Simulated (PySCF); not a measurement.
Numbering as in the mapped SMILES `[CH2:1]=[CH:2][C:3]1=[CH:4][SiH2:5][CH:6]=[CH:7][SiH2:8]1`. Hydrogens are named by the atom that carries them. Ha(C1) is cis to C3; Hb(C1) is trans to C3.

Geometry: GFN2-xTB; GIAO absolute shieldings from PySCF 2.14, gas phase, non-relativistic, averaged over equivalent atoms.

At PBE/pcSseg-1 (200 basis functions, roughly 120 core-seconds):
```
 atoms  σ (ppm)
    C3     23.8
    C2     29.0
    C7     31.7
    C6     31.8
    C4     35.2
    C1     60.6
   Si5    406.7
   Si8    414.4
 H(C7)    24.18
 H(C6)    24.23
 H(C4)    24.62
 H(C2)    24.99
Ha(C1)    26.12
Hb(C1)    26.15
H(Si8)    26.73
H(Si5)    26.74
```

What do these become at CAM-B3LYP/pcSseg-1?

## Answers


```json
{"atoms": "C3", "σ at CAM-B3LYP/pcSseg-1": "20.7", "change": "-3.1"}
{"atoms": "C2", "σ at CAM-B3LYP/pcSseg-1": "28.0", "change": "-1.0"}
{"atoms": "C7", "σ at CAM-B3LYP/pcSseg-1": "29.5", "change": "-2.2"}
{"atoms": "C6", "σ at CAM-B3LYP/pcSseg-1": "29.6", "change": "-2.2"}
{"atoms": "C4", "σ at CAM-B3LYP/pcSseg-1": "33.0", "change": "-2.2"}
{"atoms": "C1", "σ at CAM-B3LYP/pcSseg-1": "59.3", "change": "-1.3"}
{"atoms": "Si5", "σ at CAM-B3LYP/pcSseg-1": "412.2", "change": "+5.5"}
{"atoms": "Si8", "σ at CAM-B3LYP/pcSseg-1": "417.9", "change": "+3.5"}
{"atoms": "H(C7)", "σ at CAM-B3LYP/pcSseg-1": "24.52", "change": "+0.34"}
{"atoms": "H(C6)", "σ at CAM-B3LYP/pcSseg-1": "24.55", "change": "+0.32"}
{"atoms": "H(C4)", "σ at CAM-B3LYP/pcSseg-1": "24.93", "change": "+0.31"}
{"atoms": "H(C2)", "σ at CAM-B3LYP/pcSseg-1": "25.12", "change": "+0.13"}
{"atoms": "Ha(C1)", "σ at CAM-B3LYP/pcSseg-1": "26.31", "change": "+0.19"}
{"atoms": "Hb(C1)", "σ at CAM-B3LYP/pcSseg-1": "26.30", "change": "+0.15"}
{"atoms": "H(Si8)", "σ at CAM-B3LYP/pcSseg-1": "27.12", "change": "+0.39"}
{"atoms": "H(Si5)", "σ at CAM-B3LYP/pcSseg-1": "27.16", "change": "+0.42"}
```

The largest change is at Si5 (silicon bonded to 2 C, 2 H, in a 6-membered ring). Cost: 200 basis functions, roughly 110 core-seconds. The order of the carbon signals is the same at both levels.
